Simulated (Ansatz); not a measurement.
F2H4OSiSn can be A, `[OH][Sn]([F])([F])[SiH3]`, or B, `[F][SnH]([F])[O][SiH3]`.

Isolated molecules relaxed with PBE0-D4/def2-TZVP in Ansatz; ΔE leaves out vibrations. CCSD(T)/CBS is the MP2 limit (def2-TZVPP, def2-QZVPP) plus CCSD(T) − MP2 in def2-TZVPP, frozen cores. DFT in def2-TZVPP. B3LYP here is the variant with VWN-RPA as its local correlation; programs differ in this. def2 core potentials past Kr. For Sn outer-core shells are correlated without core-valence functions, which leaves a few kJ/mol of doubt a bond. One conformer a species, not always the lowest.

(1) Which isomer does CCSD(T)/CBS put lower? Give the gap. (Best estimate.)

(2) Give E(B) − E(A) in kJ/mol with ωB97M-V, r2SCAN-D4, CCSD/def2-TZVPP, CCSD(T)/def2-TZVPP, B3LYP, CCSD(T)/def2-SVP, B2PLYP. (An estimate is asked.)

(3) Does the order hold for the free energy at 298.15 K (harmonic terms from PBE0-D4)? (Best estimate.)

Largest T1 diagnostic: 0.015.

## Answers

(1) Ansatz gave: B, by 55.5 kJ/mol.

(2) Computed: ωB97M-V -54.9, r2SCAN-D4 -48.4, CCSD/def2-TZVPP -62.4, CCSD(T)/def2-TZVPP -59.6, B3LYP -49.0, CCSD(T)/def2-SVP -57.6, B2PLYP -55.6. None reverses the order clearly.

(3) Computed: Yes: G(B) − G(A) = -61.1 kJ/mol, for one conformer each. Modes under 60 cm⁻¹, often nearly free rotors, make the harmonic entropy too high.

From r2SCAN to r2SCAN0 (25 % exact exchange), in def2-TZVPP and without D4, E(B) − E(A) moves by −4.5 kJ/mol. In def2-TZVPP, CCSD(T) changes the Hartree–Fock value by +23.2 kJ/mol (the triples alone add +2.9 kJ/mol) and MP2 by +22.5 kJ/mol.
